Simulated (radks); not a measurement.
Question: These are the eigenvalues of the occupied orbitals of an atom or ion with whole-number occupations (eV). Method: Dirac Kohn-Sham, LDA (Slater exchange, Perdew-Wang correlation), spin-unpolarised, spherical densities, finite nucleus; Fermi nuclear charge, rms radius of each element as measured or else 0.836 A^(1/3) + 0.57 fm; computed with a radial shooting solver on a logarithmic mesh with Libxc functionals.

1s1/2: -2432.708
2s1/2: -245.1563
2p1/2: -191.8450
2p3/2: -190.5768
3s1/2: -45.0605
3p1/2: -33.3805
3p3/2: -33.2469
4s1/2: -14.3392

Which element is it, and in what charge state? The configuration may be excited. Open shells, if any, are shared by 2j + 1.

Answer: Z = 16, sulfur, charge +2: S2+ in [Ne] 3s1 3p2 4s1. The list shows which subshells hold electrons but not how many an open one holds; the 1s level, -89.4 hartree, gives Z - s = 13.4 by -(Z - s)^2/2, which with screening and relativity narrows Z to a few neighbours, and the depths of the outer levels then fix element, charge and occupations together.
